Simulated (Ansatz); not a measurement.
ClFH₄MoO₄, SMILES `[OH][Mo]([OH])([OH])([OH])([F])[Cl]`, relaxed with RKS PBE-D4/def2-SVP in the Gaussian-basis code of Ansatz from a rough embedded geometry. The force threshold is 0.03 eV/Å; the program also tests the step.

The species carries charge 0 and has multiplicity 1. Mo: def2 effective core potential.

Start:

```xyz
11

O     0.529    0.150   -1.964
Mo    0.009   -0.038   -0.003
O     1.384    1.335    0.455
O    -1.395   -1.385   -0.423
O    -0.527   -0.160    1.940
F     1.370   -1.446    0.273
Cl   -1.655    1.681   -0.293
H     0.440    1.066   -2.154
H     1.230    2.142   -0.091
H    -1.078   -2.240    0.052
H    -0.308   -1.105    2.208
```

**Question.** How much energy does the relaxation release, and in how many steps? (Best estimate.)

**Answer.** The calculation gave: 190.37 kJ/mol, in 31 steps, 1 of them rejected.

**Question.** Which bonds change most? (Best estimate.)

**Answer.** Ansatz gave: Mo2–O5 from 2.020 to 1.861 Å; O1–Mo2 from 2.037 to 1.879 Å; Mo2–O3 from 1.996 to 1.880 Å; Mo2–O4 from 1.991 to 1.880 Å.

**Question.** Give the relaxed structure. (Best estimate.)

**Answer.** The calculation gave: 
```xyz
11

O     0.024    0.538   -1.696
Mo    0.040   -0.072    0.080
O     1.613    0.856    0.527
O    -1.010   -1.588   -0.288
O    -0.511   -0.076    1.858
F     1.393   -1.393   -0.313
Cl   -1.637    1.719    0.133
H    -0.587    1.275   -1.913
H     2.467    0.529    0.181
H    -0.604   -2.337   -0.769
H    -1.188    0.547    2.198
```
